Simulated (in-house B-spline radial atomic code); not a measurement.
## Ionising the silicon ion Si⁺ with different functionals

Computed with an all-electron radial atomic-structure program (B-spline basis): scalar-relativistic (spin-free X2C) Hamiltonian, Fermi nucleus of rms radius 3.1224 fm, spin-polarised at highest spin, spherical fractional occupations for the functionals, and exact exchange of hybrids averaged over the configuration. The ionisation energy is the difference of two self-consistent energies, [Ne] 3s2 3p1 → [Ne] 3s2, without Breit or QED terms; ε is the level of the shell that loses the electron (its least bound occupied spin orbital).

| method | rung | ΔSCF (eV) | -ε(3p) (eV) |
| --- | --- | --- | --- |
| PBE0 | global hybrid | 16.31 | 13.26 |
| B3LYP | global hybrid | 16.30 | 12.96 |
| TPSSh | global hybrid | 16.27 | 12.60 |
| BHandHLYP | global hybrid | ? | ? |
| r2SCAN0 | global hybrid | 16.26 | 13.30 |
| B97-1 | global hybrid | ? | ? |
| HSE06 | range-separated hybrid | 16.30 | 12.85 |
| wB97X | range-separated hybrid | 16.25 | 15.60 |
| CAM-B3LYP | range-separated hybrid | 16.34 | 14.54 |
| LC-wPBE | range-separated hybrid | 16.49 | 16.10 |

What does BHandHLYP give?

ΔSCF 16.20 eV, and -ε(3p) = 14.17 eV.

What does B97-1 give?

ΔSCF 16.19 eV, and -ε(3p) = 12.95 eV.

Among the functionals, which spreads more, the ΔSCF values or the orbital energies?

The orbital energies: ΔSCF values span about 0.30 eV and the orbital energies 3.50 eV; here energy differences depend much less on the functional than eigenvalues do.

How do they compare with the NIST value?

NIST lists 16.346 eV (measured, ground level to ground level). Errors run from -0.16 to +0.15 eV; CAM-B3LYP is closest (-0.00 eV), but part of that can be cancellation, since the calculations leave out spin-orbit coupling, Breit-QED terms, multiplet and fine-structure energies.
